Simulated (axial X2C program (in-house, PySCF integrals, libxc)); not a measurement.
The numbers below are computed, except where a source is named.
## CuF: input and output of an EOM-EE-CCSD run

Program: an in-house all-electron X2C program for linear molecules (integrals from PySCF).

Input and command:
```json
{"zs": [29, 9], "q": 0, "bas": ["dyall-acv3z", "dyall-av3z"], "r0": 1.76, "eom": "ee", "thr": -2.0, "nmax": 88}
```
```bash
python soeom.py task.json out
```

Keys: zs atomic numbers; q charge; bas basis sets; r0 starting distance in Å; eom kind of EOM run; thr threshold in hartree for freezing inner shells (an s shell follows its p shell); nmax most natural virtual spinors.

Output at R = 1.748 Å (near the PBE0 minimum at charge 0 of the determinant lowest at the starting distance; the state shown can have its own minimum elsewhere), reference CuF:

```
two-component X2C + atomic mean field  HF
basis functions 175  fitting functions 924  grid points 5076
iter        total energy     max residual
   1      -1751.833641041     1.36e+00
   2      -1752.280674597     3.07e-02
   3      -1752.277132810     4.09e-02
   4      -1752.289190180     3.37e-03
   5      -1752.289595472     2.95e-03
   6      -1752.289808895     2.27e-03
   7      -1752.290052324     1.22e-03
   8      -1752.290108169     3.97e-04
   9      -1752.290116040     6.80e-05
  10      -1752.290116424     3.03e-05
  11      -1752.290116465     1.94e-05
  12      -1752.290116479     1.02e-05
  13      -1752.290116484     1.99e-06
  14      -1752.290116484     3.88e-07
converged
one-electron -2604.85433850  Coulomb 850.79895452  exact exchange -76.73249825  xc functional 0.00000000  nuclear repulsion 79.01330209  atomic mean-field constant -0.51553634
correlated 18  virtual 278  natural virtual 88  E(MP2) -0.828415669  MP2 remainder -0.156809910
iter   CCSD correlation   residual
   1     -0.564194911   2.59e-01
   2     -0.597138759   1.62e-01
   3     -0.601633219   4.18e-02
   4     -0.602889483   2.49e-02
   5     -0.602999544   1.53e-02
   6     -0.603286510   1.12e-02
   7     -0.603368357   6.79e-03
   8     -0.603244210   3.57e-03
   9     -0.603422452   1.75e-03
  10     -0.603420736   9.23e-04
  11     -0.603398970   4.02e-04
  12     -0.603413693   2.67e-04
  13     -0.603407350   1.95e-04
  14     -0.603405461   1.43e-04
  15     -0.603407073   1.04e-04
  16     -0.603406448   6.54e-05
  17     -0.603406179   3.66e-05
  18     -0.603406911   1.93e-05
  19     -0.603406701   1.03e-05
  20     -0.603406583   5.56e-06
  21     -0.603406676   3.16e-06
  22     -0.603406614   1.81e-06
  23     -0.603406610   1.24e-06
(T) -0.015479688  T1 0.0556  D1 0.1495  max T2 0.026
EOM-EE-CCSD roots
2*Omega      energy/Eh   energy/eV  one-particle weight
    0       0.06948713      1.8908      0.953
    0       0.08320392      2.2641      0.942
    0       0.08535239      2.3226      0.943
    0       0.09628420      2.6200      0.936
    0       0.22253949      6.0556      0.939  not converged
    2       0.06974419      1.8978      0.953
    2       0.08361248      2.2752      0.944
    2       0.09785599      2.6628      0.938
    2       0.11026966      3.0006      0.946
    4       0.08223226      2.2377      0.944
    4       0.10505684      2.8587      0.946
    4       0.12009804      3.2680      0.941
    6       0.10218920      2.7807      0.947
```
T1 in the output is the amplitude norm over the root of the electron number; divide by √2 for the Lee–Taylor value.

Reference electrons by ω block (each with its −ω partner): 1/2: 13, 3/2: 5, 5/2: 1. Root energies count from the CCSD energy of the reference. The reference has large amplitudes (orbital relaxation or multireference character). All roots sought are printed; those with a small one-particle weight need a further excitation, are placed far too high, and may in truth lie low or lowest. Inner shells are frozen, and levels at this size can be off by some tenths of an eV.
